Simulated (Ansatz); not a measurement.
This geometry of C₃H₈SeSi₂ (14 atoms, charge 0, multiplicity 1) is a first-order saddle point.

Level of theory: Ansatz 0.2.0, RHF/def2-SVP.

```xyz
14
Properties=species:S:1:pos:R:3
C -2.904 0.008 0.001
C -1.766 -0.182 -0.324
Si 0.010 -0.449 -0.803
C 0.740 -1.914 0.151
Si 1.162 1.564 -0.324
Se 1.098 1.990 1.945
H -3.919 0.164 0.290
H 0.043 -0.697 -2.265
H 1.617 -1.620 0.729
H 1.035 -2.710 -0.535
H 0.003 -2.320 0.845
H 2.609 1.433 -0.621
H 0.615 2.706 -1.092
H -0.356 1.996 2.032
```

(1) Which two structures does it join? (They come from a converged band through this point; their orientation in space is the band's.)

(2) How far does it lie above each of them?

Answers

(1) No bond is made or broken. The dihedral Si5–Si3–C4–H11 goes from 177 to 57°. The two ends are copies of one structure, up to a mirror image or an exchange of like atoms.

First end point:

```xyz
14
Properties=species:S:1:pos:R:3
C -2.896 0.057 0.126
C -1.776 -0.157 -0.245
Si -0.028 -0.463 -0.795
C 0.703 -1.915 0.155
Si 1.186 1.532 -0.397
Se 1.186 2.026 1.860
H -3.894 0.243 0.451
H -0.052 -0.747 -2.250
H 0.741 -1.696 1.223
H 1.719 -2.128 -0.188
H 0.098 -2.812 0.008
H 2.620 1.366 -0.731
H 0.642 2.663 -1.184
H -0.263 2.002 1.995
```

Last end point:

```xyz
14
Properties=species:S:1:pos:R:3
C -2.901 0.015 0.007
C -1.764 -0.182 -0.320
Si 0.009 -0.451 -0.804
C 0.729 -1.904 0.153
Si 1.169 1.559 -0.327
Se 1.095 2.001 1.940
H -3.914 0.186 0.292
H 0.048 -0.712 -2.264
H 1.763 -2.088 -0.148
H 0.152 -2.812 -0.034
H 0.717 -1.702 1.225
H 2.616 1.433 -0.623
H 0.622 2.695 -1.105
H -0.356 1.933 2.035
```

(2) 1.8 kcal/mol above the first and 1.8 kcal/mol above the second. This is the barrier of this one path; another mechanism may lie lower.

Run time: 2.9 min on 2 threads of Arm Neoverse V2 (shared host), peak memory 0.47 GiB.
